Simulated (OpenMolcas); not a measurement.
An OpenMolcas run meant for W³⁺ (ANO-R3, X2C; inactive shells 1s 2s 2p 3s 3p 3d 4s 4p 4d 4f 5s 5p; intended active space 3 electrons in 5 orbitals (5d)). One step of its input:

```
&RASSCF
FileOrb=start.orb
Symmetry=1
Spin=4
nActEl=3 0 0
Inactive=15 19
Ras2=5 0
CIRoot=9 9 1
SDav=10
CIMx=300
Iter=86 100
PrWF=0.3
OrbListing=Nothing
MaxOrb=0
Atom
```

The run finished. Its levels beside those of a sound run (CASSCF), in cm-1 above each run's lowest level:

```
            Level  This run  Usual run
       5d3 4F 3/2       0.0        0.0
       5d3 4F 5/2      3259       3270
       5d3 4F 7/2      6612       6627
       5d3 4F 9/2      9548       9564
       5d3 2G 7/2     17775      17794
5d3 2H 9/2 [55 %]     18364      18381
       5d3 2P 1/2     21676      23462
      5d3 2H 11/2     24957      24974
5d3 2G 9/2 [52 %]     26883      26899
       5d3 2D 5/2     27200      27710
       5d3 2F 7/2     34775      34788
```

Which setting is unsound, and how much does it matter here?

CIRoot is one short, so the average cuts through a term and the orbitals lose spherical symmetry. Against the sound run the excited levels shown move by 240 cm-1 on average and by 1800 cm-1 at most.

Some high roots are left out of the spin-orbit mixing, which shifts the levels that they would mix with. Without dynamic correlation excited terms often stand tens of per cent too high (terms of higher spin than the ground term too low), and those without a measured partner can miss by more than the paired ones. Some levels mix across a computed gap that differs much from the measured one, so their mixing is not that of the real levels. Levels of configurations outside the active space are missing.

A share in square brackets marks a mixed level and gives the weight of the term that names it, the lowest over the columns.
